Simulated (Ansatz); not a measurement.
Species: sum formula H$_{7}$Si$_{2}$N$_{2}$O, charge 0, multiplicity 2. It need not be the lowest isomer of its formula. 
Geometry from a B3LYP-D3(BJ)/def2-TZVP (Ansatz, a quantum-chemistry and plane-wave program) optimisation:
```xyz
12

N      1.2114     1.6992    -0.0968
Si     1.6224     0.0007    -0.0308
O      0.2797    -0.8880    -0.2528
Si    -1.3586    -0.6573    -0.2893
N     -1.9577     0.4558     0.8589
H      2.0100     2.3283     0.0145
H      2.2129    -0.2888     1.3001
H      2.5988    -0.3118    -1.1025
H     -1.6924    -0.1646    -1.6403
H     -1.9695    -1.9694    -0.0021
H     -2.1415     0.1827     1.8107
H     -1.7253     1.4348     0.7892
```
Charge 0, spin multiplicity 2.

Computed values are from Ansatz. Cores are frozen in the correlated levels unless marked. Open shells are spin-unrestricted. No spin-orbit coupling. Non-relativistic. Basis-set limits of correlation are two-point, X^-3; Hartree-Fock from the larger set.

What is the T1 diagnostic at CCSD/cc-pV(Q+d)Z?

0.013.

What is the dipole moment at CCSD(T)/aug-cc-pV(D+d)Z?

1.94 D.

What is the atomisation energy De at CCSD(T)/CBS(cc-pV(T+d)Z,cc-pV(Q+d)Z)?

4106.0 kJ/mol.

What is the total energy at CCSD(T)/CBS(cc-pV(T+d)Z,cc-pV(Q+d)Z)?

-767.0065 Eh.
